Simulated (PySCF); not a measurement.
## Structure from NMR data

Molecular formula: C$_{5}$H$_{10}$Cl$_{2}$Si. Simulated spectra:

1H NMR (600 MHz, computed): δ 6.14 (d, 1H), 4.70 (m, 1H), 4.70 (m, 1H), 2.88 (m, 1H), 2.24 (m, 1H), 1.69 (m, 1H), 1.65 (m, 1H), 1.26 (d, 3H).

13C{1H} NMR (computed): δ 91.2, 51.0, 26.9, 14.9, 11.4.

[PySCF 2.14: GFN2-xTB geometry; NMR shieldings at PBE0/pcSseg-1/GIAO; one computed conformer; gas phase; equivalent nuclei averaged; no relativistic terms]

Chemical shifts δ = σref − σ; 1H (31.72 ppm), 13C (186.93 ppm) vs TMS, all at this level.

Task: What is the structure?

Result: 
- The formula gives 1 degree of unsaturation (1 ring in the answer).
- 5 carbon signals for 5 carbons: no two carbons are equivalent.
- Carbon types of the structure: 3 × CH, 1 × CH2, 1 × CH3, leaving 2 H on heteroatoms.
- δC 91.2: sp3 CH bonded to 2 Cl; 2 electronegative neighbours deshield it.
- δC 51.0: sp3 CH in a ring; aliphatic region, no heteroatom directly attached.
- δC 14.9: methyl carbon; a saturated carbon with 1 carbon neighbour and no heteroatom attached.
- δC 11.4: sp3 CH2 bonded to Si; an electropositive neighbour leaves it electron-rich and shielded.
- δH 6.14: hydrogen on an sp3 CH bonded to 2 Cl; its carbon carries Cl, which withdraws density.
- δH 2.88: hydrogen on an sp3 CH in a ring.
- δH 1.69, 1.65: hydrogen on an sp3 CH2 bonded to Si.

These data were computed for `C[C@@H]1[SiH2]C[C@@H]1C(Cl)Cl`.

This is the structure that produced the data.

Carbons that carry Cl, above all several Cl atoms, come out too deshielded, partly because spin–orbit coupling is missing. Shifts are as computed. Against solution values, carbons near 30 ppm lie about +3 ppm off and those near 130 ppm about +5 ppm; carbons on Cl a further +6 ppm. Of 1211 compounds with measured shifts, 218 miss one by over three times the rms of a fit or turn the order of signals round; such compounds aren't used in these exercises. Multiplicities follow the n + 1 count of equivalent neighbours, as no J values were calculated; m marks all less simple cases, F and P coupling included.
